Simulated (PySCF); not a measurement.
C₄H₈OSi₂.
Cartesian coordinates in Å at the GFN2-xTB level; atoms count from 1:
```
atom  x, y, z in Å
C1     2.8452   -0.4112   -1.1816
C2     1.8895   -0.2262   -0.4835
C3     0.7063   -0.0290    0.3138
C4    -0.3439   -1.1280    0.0359
Si5   -2.0498   -0.4232    0.5150
O6    -1.6986    1.1753    0.3742
Si7   -0.1698    1.6671    0.0616
H8     3.6928   -0.5654   -1.7795
H9     1.0012   -0.0906    1.3691
H10   -0.0743   -2.0505    0.5512
H11   -0.3310   -1.3577   -1.0326
H12   -3.1096   -0.6953   -0.4461
H13   -2.4170   -0.6559    1.9088
H14    0.1772    2.6457    1.0835
H15   -0.1225    2.1529   -1.3117
```

The closed-shell ground state was solved at several levels (PySCF, density fitting, gas phase, non-relativistic).

```csv
level,basis functions,HOMO (eV),LUMO (eV),gap (eV),dipole (D)
PBE0/def2-SVPD,215,-7.38,-0.01,7.37,0.94
PBE0/pcSseg-1,173,-7.37,0.22,7.59,0.98
```

Q: Estimate the row for wB97X-D/def2-SVPD, a basis of 215 functions; the other rows only guide the guess.

A: HOMO -9.21 eV, LUMO 1.74 eV, gap 10.95 eV, dipole 0.94 D.

Q: Over all these levels, which gives the widest orbital gap and which the narrowest?

A: wB97X-D/def2-SVPD (range-separated hybrid) has the widest, 10.95 eV, and PBE0/def2-SVPD (global hybrid, 25 % exact exchange) the narrowest, 7.37 eV. The two share the basis. From the narrowest to the widest the HOMO moves by -1.83 eV and the LUMO by +1.75 eV.

Q: How far do the dipole and the HOMO energy spread over the levels?

A: The dipole runs from 0.94 to 0.98 D (mean 0.95 D) and the HOMO from -9.21 to -7.37 eV.

One conformer stands for the species.
